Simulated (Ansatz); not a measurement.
Geometry optimisation, RKS B3LYP-D4/6-31G* in Ansatz 0.2.0.

Input:

```yaml
crystal:
  periodic: [false, false, false]
  atoms:
    - { symbol: "N", position_ang: [-0.4085, 1.2476, -1.4032] }
    - { symbol: C, position_ang: [-0.198, 0.4426, -0.4904] }
    - { symbol: Si, position_ang: [0.9221, -0.7753, -0.1677] }
    - { symbol: C, position_ang: [-0.8931, 0.3114, 0.6705] }
    - { symbol: F, position_ang: [-2.07908, -0.35138, 0.77291] }
    - { symbol: H, position_ang: [0.2183, 1.2662, -2.1862] }
    - { symbol: H, position_ang: [1.9105, -0.5968, 0.9987] }
    - { symbol: H, position_ang: [0.5137, -2.1678, -0.2255] }
    - { symbol: H, position_ang: [-0.91805, 1.10668, 1.46268] }
basis:
  gaussian: { orbitals: "6-31G*" }
hamiltonian:
  xc: b3lyp
  dispersion: d4
relax:
  f_tol: 0.015
  max_steps: 40
```

Command:

```bash
$ ansatz run input.yaml --threads 1 --pin off --max-ram 2048MiB --backend cpu --events-out ev --progress --plain --runs-dir out
```

Q: Where does it end, and by what steps?

A: The run converged. After 15 steps the energy has fallen by 1.918 eV; Si3 moved furthest, 0.48 Å.

```json
{"step": "0", "energy less start (eV)": "0.0000", "largest force component (eV/Å)": "4.316", "accepted": "yes"}
{"step": "1", "energy less start (eV)": "-0.8555", "largest force component (eV/Å)": "2.464", "accepted": "yes"}
{"step": "2", "energy less start (eV)": "-1.2900", "largest force component (eV/Å)": "1.786", "accepted": "yes"}
{"step": "3", "energy less start (eV)": "-1.5964", "largest force component (eV/Å)": "1.014", "accepted": "yes"}
{"step": "4", "energy less start (eV)": "-1.7699", "largest force component (eV/Å)": "0.832", "accepted": "yes"}
{"step": "5", "energy less start (eV)": "-1.8745", "largest force component (eV/Å)": "0.478", "accepted": "yes"}
{"step": "6", "energy less start (eV)": "-1.8970", "largest force component (eV/Å)": "0.440", "accepted": "yes"}
{"step": "7", "energy less start (eV)": "-1.9093", "largest force component (eV/Å)": "0.226", "accepted": "yes"}
{"step": "8", "energy less start (eV)": "-1.9122", "largest force component (eV/Å)": "0.141", "accepted": "yes"}
{"step": "9", "energy less start (eV)": "-1.8991", "largest force component (eV/Å)": "0.406", "accepted": "no"}
{"step": "10", "energy less start (eV)": "-1.9153", "largest force component (eV/Å)": "0.084", "accepted": "yes"}
{"step": "11", "energy less start (eV)": "-1.9161", "largest force component (eV/Å)": "0.137", "accepted": "yes"}
{"step": "12", "energy less start (eV)": "-1.9175", "largest force component (eV/Å)": "0.074", "accepted": "yes"}
{"step": "13", "energy less start (eV)": "-1.9178", "largest force component (eV/Å)": "0.039", "accepted": "yes"}
{"step": "14", "energy less start (eV)": "-1.9177", "largest force component (eV/Å)": "0.089", "accepted": "no"}
{"step": "15", "energy less start (eV)": "-1.9179", "largest force component (eV/Å)": "0.008", "accepted": "yes"}
```

```xyz
9
Properties=species:S:1:pos:R:3
N -0.571 1.246 -1.604
C -0.168 0.638 -0.567
Si 0.742 -0.785 0.275
C -0.836 0.217 0.697
F -2.139 -0.212 0.686
H 0.147 1.222 -2.338
H 1.913 -0.670 1.179
H 0.632 -2.086 -0.423
H -0.653 0.913 1.526
```

Whether the end is a true minimum wasn't checked by a vibrational analysis.

Time of the run: 53 s on 1 thread of Intel(R) Xeon(R) Platinum 8488C (Sapphire Rapids), on a shared host, peak memory 0.19 GiB.
